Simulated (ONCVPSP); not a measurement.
# beryllium (Be): from the effect back to the setting (ONCV)

Base potential:

Be (Z = 4), optimised norm-conserving Vanderbilt (ONCV), made with ONCVPSP 4.0.1 (PBEsol, scalar-relativistic). Core [He], reference 2s2. Waves: 2s: rc 1.50 bohr, ncon 4, nbas 8, qcut 3.7 1/bohr, 1 projector; p scattering state at 0.16 Ha: rc 1.35 bohr, ncon 5, nbas 8, qcut 5.7 1/bohr, 1 projector; d scattering state at 0.18 Ha: rc 1.60 bohr, ncon 3, nbas 7, qcut 5.9 1/bohr, 2 projectors, debl 0.7 Ha. Local part: polynomial inside 1.00 bohr (lpopt 5, dvloc0 0 Ha). Core correction: polynomial model core, fcfact 0.6.

Cutoffs, loose and tight: the cutoffs (Ha) at which the residual kinetic energy of the hardest occupied pseudo-wave falls to 1 and 0.1 mHa per electron. They do not see the model core or the augmentation charge, which bear on the density cutoff. Test errors are all-electron minus pseudo excitation energies from the reference, over the configurations 2s1; 2s1.5; 2s1 2p1; 2s0 2p1; variants that change the core or the reference have their own tests.

Only the fcfact is moved:

```csv
fcfact,"cutoff, loose","cutoff, tight",bound ghosts,largest test error (meV),median size of the test errors
0.14,6.0 Ha,14 Ha,none,+15,6.3 meV
0.4,6.0 Ha,14 Ha,none,+12,5.3 meV
0.54,6.0 Ha,14 Ha,none,+11,4.9 meV
0.8,6.0 Ha,14 Ha,none,+11,4.5 meV
1.12,6.0 Ha,14 Ha,none,+11,4.3 meV
```

Problem. One more run gave cutoff, loose: 6.0 Ha; cutoff, tight: 14 Ha; bound ghosts: none; largest test error (meV): +11; median size of the test errors: 4.4 meV. Which value of the fcfact was used?

Solution. 0.96. The median size of the test errors moves one way along this sweep, from 6.3 meV at 0.14 to 4.3 meV at 1.12, which places the run between 0.8 and 1.12.
